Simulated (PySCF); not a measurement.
## Electron affinity of Cr by level of theory

Cr⁻ [Ar] 3d5 4s2 (6S) → Cr [Ar] 3d5 4s1 (7S), as a difference of total energies. All numbers are calculated (PySCF 2.14, the non-relativistic Hamiltonian (point nucleus), in aug-cc-pwCVTZ). Correlated levels: valence and next inner shell: [Ne] frozen. The calculations carry no spin-orbit coupling.

```
                                method  electron affinity (eV)  difference from reference (eV)
                                   UHF                  -0.283                          -0.959
    MP2 (valence and next inner shell)                   0.143                          -0.533
SCS-MP2 (valence and next inner shell)                   0.222                          -0.454
   CCSD (valence and next inner shell)                   0.449                          -0.227
CCSD(T) (valence and next inner shell)                   0.597                          -0.079
```

Reference: 0.676 eV (measured; photodetachment measurements, as compiled on the Wikipedia data page of electron affinities).

These non-relativistic numbers lack the scalar-relativistic shift.

Errors of the correlated levels include the incompleteness of this basis and the frozen core.

A negative affinity means that the anion lies above the atom at that level of theory.

The coupled-cluster amplitudes are large for Cr⁻ (T1 above 0.03 or a double amplitude above 0.15), so a single reference is strained.
